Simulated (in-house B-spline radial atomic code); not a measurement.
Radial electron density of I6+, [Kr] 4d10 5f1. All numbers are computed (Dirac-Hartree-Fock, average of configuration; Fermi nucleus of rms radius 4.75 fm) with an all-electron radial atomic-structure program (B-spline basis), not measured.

Columns: r (bohr), 4πr²n(r) (electrons per bohr), bar.

```
 0.00114    2.466 #
 0.00142     3.59 ##
 0.00176    5.145 ###
  0.0022    7.412 ####
 0.00274    10.49 #####
 0.00342     14.7 #######
 0.00426    20.16 ##########
 0.00531    27.09 ##############
 0.00662    35.43 ##################
 0.00825    44.79 #######################
  0.0103    54.43 ###########################
  0.0128    62.72 ################################
   0.016    68.39 ##################################
  0.0199    69.81 ###################################
  0.0248    67.12 ##################################
  0.0309    62.58 ###############################
  0.0385    60.59 ##############################
   0.048    65.25 #################################
  0.0599    76.39 ######################################
  0.0746    86.91 ############################################
   0.093    87.54 ############################################
   0.116    76.32 ######################################
   0.145    64.47 ################################
    0.18    65.11 #################################
   0.225    73.66 #####################################
    0.28    70.38 ###################################
   0.349    49.05 #########################
   0.435    28.22 ##############
   0.542    24.09 ############
   0.676    28.15 ##############
   0.842    25.27 #############
    1.05    15.28 ########
    1.31    6.205 ###
    1.63    1.673 #
    2.03   0.2904 
    2.53   0.1872 
    3.16   0.3502 
    3.94   0.3323 
    4.91    0.151 
    6.12  0.03019 
    7.63 0.002272 
     9.5 5.354e-05 
    11.8 3.183e-07
```

On this grid the curve has 5 maxima, near 0.0199, 0.093, 0.225, 0.676, 3.16 bohr.

The 4d3/2 radial function P(r) = rR(r), positive near the nucleus, with its small component Q(r) (sign convention: Q ≈ (P' + κP/r)/2c):

```tsv
r (bohr)	P	Q
0.00825	0.001271	0.002245
0.0128	0.004047	0.004837
0.0199	0.01268	0.009939
0.0309	0.03773	0.01885
0.048	0.103	0.03174
0.0746	0.245	0.04439
0.116	0.4686	0.04587
0.18	0.6245	0.02584
0.28	0.3654	-0.007223
0.435	-0.4392	-0.02488
0.676	-1.127	-0.0158
1.05	-0.9604	-0.002453
1.63	-0.3628	0.001022
2.53	-0.04753	0.0002888
```
